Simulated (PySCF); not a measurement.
## Spin-orbit coupling and the first ionisation energy along the 4p block

Two-component X2C-1e calculated with PySCF 2.14: MP2 on generalised Hartree-Fock spinors (GMP2), with spin-orbit coupling off and on (screened by Boettger's factors); no Breit or QED terms. Values in eV; the references (NIST) lie between the lowest levels. Elements whose determinants are no pure J levels are left out.

```
                                                                           element                         configurations  spin-free  with spin-orbit   shift  reference
Ga (x2c-TZVPall-2c with one added diffuse shell each of s, p, d type, [Ne] frozen)      [Ar] 3d10 4s2 4p1 → [Ar] 3d10 4s2      5.815            5.882   0.067      5.999
Se (x2c-TZVPall-2c with one added diffuse shell each of s, p, d type, [Ne] frozen)  [Ar] 3d10 4s2 4p4 → [Ar] 3d10 4s2 4p3      9.289            9.403   0.113      9.752
Br (x2c-TZVPall-2c with one added diffuse shell each of s, p, d type, [Ne] frozen)  [Ar] 3d10 4s2 4p5 → [Ar] 3d10 4s2 4p4     11.601           11.548  -0.054     11.814
Kr (x2c-TZVPall-2c with one added diffuse shell each of s, p, d type, [Ne] frozen)               [Kr] → [Ar] 3d10 4s2 4p5     14.061           13.841  -0.220     14.000
```

The largest shift is at Kr, -0.220 eV, where spin-orbit coupling lowers the species with fewer electrons by more than the one with more (starting occupations closed and 4p1/2^2 4p3/2^3).

What remains against the references is mostly the basis and correlation beyond MP2.
